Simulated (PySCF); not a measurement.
Task: Write Cartesian coordinates for `N#[C][GeH2][C]#C[SiH3]` as optimised with PBE0-D3(BJ)/def2-SVP.

Result: 
```xyz
11
C3H5GeNSi angstrom
N     -2.8263    2.8550   -1.0013
C     -2.5200    1.8168   -0.5874
Ge    -2.0446    0.0872    0.1139
C     -0.1598   -0.0484    0.0599
C      1.0581   -0.1552    0.0331
Si     2.8922   -0.3046   -0.0102
H     -2.5520    0.0304    1.5556
H     -2.6978   -0.9647   -0.7834
H      3.4702    0.4475    1.1391
H      3.3944    0.2568   -1.2959
H      3.2590   -1.7460    0.0921
```

Orientation and origin are arbitrary. Atoms count from 1 in this order. The 6 heavy atoms lie in one plane (0.001 Å rms). Si6 (SiH3 silicon) is tetrahedral (angles from 108.8° to 110.2°). The C–Ge distances run from 1.890 Å (Ge3–C4, drawn single) to 1.926 Å (C2–Ge3, drawn single), a spread of 0.036 Å. Ge3 (germanium bonded to 2 C and 2 H) is tetrahedral (angles from 107.1° to 112.7°).

Bonds between heavy atoms (Å): N1≡C2 1.159, C2–Ge3 1.926, Ge3–C4 1.890, C4≡C5 1.223, C5–Si6 1.841.

Level of theory: PySCF, PBE0-D3(BJ)/def2-SVP geometry optimisation, gas phase.

PBE0-D3(BJ)/def2-SVP frequencies: not computed here.
